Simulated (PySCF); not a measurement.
SMILES O=CC[SiH2]c1cccs1 at its GFN2-xTB optimised geometry (Å):

```
17

O     -2.2965    -1.8195    -3.1843
C     -2.2306    -1.0294    -2.2800
C     -2.5403    -1.3164    -0.8648
Si    -0.9190    -1.8362     0.0272
C      0.2479    -0.3689     0.0000
C      1.6139    -0.3689     0.0000
C      2.1866     0.9192     0.0000
C      1.2482     1.9010     0.0043
S     -0.3448     1.2669     0.0068
H     -1.8766     0.0065    -2.4595
H     -3.2456    -2.1417    -0.7938
H     -2.9475    -0.4360    -0.3730
H     -0.2887    -2.9633    -0.6577
H     -1.2850    -2.1736     1.4089
H      2.1907    -1.2765    -0.0037
H      3.2456     1.1060    -0.0046
H      1.3921     2.9633     0.0032
```

Calculation: PBE0/def2-SVP (PySCF). Cells within 0.4 Å of a nucleus heavier than hydrogen are left out (blank, or x).

Map of the deformation density (molecule minus spherical neutral atoms) (e/bohr³) on the plane z = 0.0 Å:

```
|2222222222222222222222222222222|
|2222222222222222222222222222222|
|2222222222222222222222222222222|
|2222222222222222222222222222222|
|2222222222222222222222222222222|
|2222222222222222221112222222222|
|2222222222222222211112222222222|
|2222222222222221125721222222222|
|2222222222222211127931122222222|
|222222222222211122xx21112222222|
|222222222222331145xx42122122222|
|22222222222233xx443994342122222|
|22222222222222xx1114xx896112222|
|22222222222110231001xx563122222|
|2222222222211145310387222222222|
|2222221112211124x44x84111222222|
|222222122211123xx99xx2112222222|
|2222222332211367x44x86212222222|
|2222222222221355211289312222222|
|2222221112322233211233112222222|
|222222222232xx11111111122222222|
|2222222222112222112222222222222|
|2222222211111343222222222222222|
|2222222221112333222222222222222|
|2222222222212222222222222222222|
|2222222222222222222222222222222|
|2222222222222222222222222222222|
|2222222222222222222222222222222|
|2222222222222222222222222222222|
|2222222222222222222222222222222|
|2222222222222222222222222222222|
```
Scale: ten equal steps from -0.032 (start of '0') to 0.102 (end of '9'), in the order '0123456789'; x runs from -5.50 to 5.50, y from -5.50 (bottom) to 5.50 (top).
